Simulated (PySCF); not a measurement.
Electron correlation in F (fluorine, neutral)

[He] 2s1 2p5 3s1, high-spin 4P determinant (an excited configuration). Calculation: PySCF 2.14, in aug-cc-pVTZ with one added diffuse shell each of s, p, d, f type (6s5p4d3f, 62 functions); no relativity, point nucleus. Frozen: 1s2; 7 electrons correlated.

```json
{"level": "CCSD", "correlation energy (mhartree)": "-216.57"}
{"level": "(T)", "correlation energy (mhartree)": "-10.25"}
{"level": "CCSD(T)", "correlation energy (mhartree)": "-226.82"}
```

Diagnostics: T1 = 0.025, D1 = 0.0889, largest double amplitude 0.186.

The outer electron is Rydberg-like, and this basis confines it to a smaller radius and binds it less than a complete one would. A double-excitation amplitude exceeds 0.15, a sign of near-degeneracy.

Cost of the coupled-cluster step: roughly 10 core-seconds, for 7 correlated electrons.
